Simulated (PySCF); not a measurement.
C3H5BN2.

```xyz
11

N     -0.0098    -2.1637     0.0000
B     -0.0379    -0.7691     0.0000
C     -1.2513     0.2295     0.0000
C     -0.6582     1.4513     0.0000
N      0.7991     1.4727     0.0000
C      1.2167     0.2439     0.0000
H      0.8567    -2.7041     0.0000
H     -0.8512    -2.7428     0.0000
H     -2.3407     0.0857     0.0000
H     -1.1539     2.4367     0.0000
H      2.3096     0.0590     0.0000
```

Geometry optimised at PBE-D3(BJ)/def2-SVP. This is a generated structure with no PubChem entry under its InChIKey; it may be hypothetical. Other conformers were not sampled.

Method: PBE/pcSseg-1 (PySCF). Non-relativistic, no solvent.

Computed absolute GIAO shielding of each atom: isotropic value and principal components (ppm):
```json
[
 {"atom": "N1", "σ(iso)": "151.6", "σ11": "69.8", "σ22": "174.6", "σ33": "210.4", "span": "140.7"},
 {"atom": "B2", "σ(iso)": "61.6", "σ11": "27.2", "σ22": "69.7", "σ33": "87.8", "span": "60.6"},
 {"atom": "C3", "σ(iso)": "64.3", "σ11": "-44.3", "σ22": "75.3", "σ33": "161.8", "span": "206.2"},
 {"atom": "C4", "σ(iso)": "2.4", "σ11": "-106.5", "σ22": "29.2", "σ33": "84.6", "span": "191.1"},
 {"atom": "N5", "σ(iso)": "-201.3", "σ11": "-623.5", "σ22": "-177.5", "σ33": "197.1", "span": "820.6"},
 {"atom": "C6", "σ(iso)": "-7.8", "σ11": "-138.5", "σ22": "2.8", "σ33": "112.4", "span": "250.9"},
 {"atom": "H7", "σ(iso)": "26.8", "σ11": "22.3", "σ22": "24.5", "σ33": "33.5", "span": "11.2"},
 {"atom": "H8", "σ(iso)": "26.6", "σ11": "21.7", "σ22": "25.4", "σ33": "32.6", "span": "10.9"},
 {"atom": "H9", "σ(iso)": "26.0", "σ11": "23.4", "σ22": "27.1", "σ33": "27.4", "span": "4.0"},
 {"atom": "H10", "σ(iso)": "23.3", "σ11": "18.9", "σ22": "23.8", "σ33": "27.1", "span": "8.2"},
 {"atom": "H11", "σ(iso)": "22.8", "σ11": "18.3", "σ22": "24.6", "σ33": "25.6", "span": "7.4"}
]
```
